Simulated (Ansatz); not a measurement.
Molecule: SbCl$_{2}$, net charge 1, singlet state. It need not be the lowest isomer of its formula. 
Geometry from a B3LYP-D3(BJ)/def2-TZVP (Ansatz, a first-principles code) optimisation:
```
Sb
Cl 1 2.2740
Cl 1 2.2740 2 100.32
```
Charge +1, spin multiplicity 1.

Problem. Give the harmonic wavenumbers at B3LYP-D3(BJ)/def2-TZVP (Ansatz, finite differences of forces, unscaled).

Solution. 141, 413, 422 cm⁻¹. Zero-point energy 1.4 kcal/mol.

Problem. From these and the geometry, give the ideal-gas thermochemistry at 298.15 K and 1 atm (rigid rotor, harmonic oscillator).

Solution. Point group C2v, rotational symmetry number 2. Rotational constants 5.314, 2.338, 1.624 GHz. S(trans) 41.67, S(rot) 25.79, S(vib) 4.59, S(elec, spin only) 0.00, S 72.1 cal/(mol K). H(298) - H(0) 3.15 kcal/mol; G - E(el) -16.9 kcal/mol.
